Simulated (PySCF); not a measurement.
# Radial density of Mo+ (molybdenum, charge +1)

BP86, [Kr] 4d5, high-spin 6S determinant. Calculation: PySCF 2.14, in aug-cc-pVDZ-PP with ECP28MDF; scalar relativity through the core potential. This is the valence pseudo-density: the core potential removes the inner electrons and smooths the orbitals near the nucleus.

```csv
r (bohr),4πr²ρ (e/bohr),4πr²(ρα − ρβ)
0.0438,2.079e-05,0.0000
0.0737,6.389e-05,0.0000
0.124,0.0003512,0.0001
0.208,0.004295,0.0012
0.351,0.1016,0.0242
0.590,2.417,0.3664
0.992,10.77,2.1041
1.67,5.856,2.7017
2.81,0.9981,0.8933
4.72,0.06456,0.0643
7.94,0.0004920,0.0005
```

Energies and moments cover only the electrons outside the core potential.
